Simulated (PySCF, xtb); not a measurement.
Be(OH)(NH2) (BeH3NO), SMILES [NH2][Be][OH].

GFN2-xTB run with xtb 6.7.1 at its own geometry gives an orbital gap of 6.97 eV and a dipole moment of 0.57 D.

Geometry optimised at PBE0-D3(BJ)/def2-TZVP. One conformer was computed; it need not be the lowest.

Task: What does PBE0/def2-TZVPD (PySCF) give? (The exact figures need the calculation; the answer reports its results.)

Result: gap 6.81 eV (levels -7.19 and -0.38 eV), dipole 1.38 D.
